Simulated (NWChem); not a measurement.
Species: trisilane (Si₃H₈); SMILES [SiH3][SiH2][SiH3]

Results from NWChem. Pople sets run with spherical d functions. Geometry: optimised at PBE-D3(BJ)/def2-SVP. Level: PBE/6-31G* with SMD (1 M gas to 1 M solution), gas-phase geometry. Reactions with the solvent are ignored.

| solvent | dielectric constant | solvation free energy (kcal/mol) | cavity-dispersion-structure term (kcal/mol) | dipole in solution (D) |
|---|---|---|---|---|
| water | 78.4 | [?] | [?] | 0.09 |
| tetrahydrofuran | 7.43 | 0.0 | 0.3 | 0.09 |
| 1-propanol | 20.5 | -0.3 | -0.1 | 0.09 |
| ethanol | 24.9 | -0.4 | -0.2 | 0.09 |
| chloroform | 4.71 | -0.7 | -0.5 | 0.08 |
| ethyl acetate | 5.99 | -0.3 | 0.0 | 0.09 |
| ethylene glycol | 40.2 | 1.8 | 2.1 | 0.09 |

Task: What belongs in the gaps?

Result: 
- water, solvation free energy (kcal/mol): 4.2
- water, cavity-dispersion-structure term (kcal/mol): 4.4
